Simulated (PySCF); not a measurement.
PW91 on Al⁻ (aluminium, charge -1), [Ne] 3s2 3p2, high-spin 3P determinant. Computed with PySCF 2.14 in aug-cc-pwCVDZ (6s5p3d, 36 functions), with the non-relativistic Hamiltonian (point nucleus).

```
cycle= 1 E= -242.363163693439  delta_E= -0.005  |g|= 0.0194  |ddm|= 0.388
cycle= 2 E= -242.362608934727  delta_E= 0.000555  |g|= 0.02  |ddm|= 0.238
cycle= 3 E= -242.363589114048  delta_E= -0.00098  |g|= 0.00864  |ddm|= 0.18
cycle= 4 E= -242.363666068609  delta_E= -7.7e-05  |g|= 0.000529  |ddm|= 0.0355
cycle= 5 E= -242.363666762197  delta_E= -6.94e-07  |g|= 3.77e-05  |ddm|= 0.00362
cycle= 6 E= -242.363666765693  delta_E= -3.5e-09  |g|= 1.62e-06  |ddm|= 0.00021
cycle= 7 E= -242.363666765699  delta_E= -5.4e-12  |g|= 1.1e-07  |ddm|= 1.62e-05
converged SCF energy = -242.363666765699  <S^2> = 2.0035196  2S+1 = 3.0023455
```

Highest occupied orbital energy: 1.325 eV; ⟨L²⟩ = 2.01; populations by l: s 6.00, p 8.00, d 0.00.

Question: Can this result be used?

Answer: With care. The run converged. At PW91 the highest occupied level has a positive energy, so only the finite basis holds that electron; in a semilocal or global hybrid functional this comes from self-interaction and does not mean that the real anion is unbound.
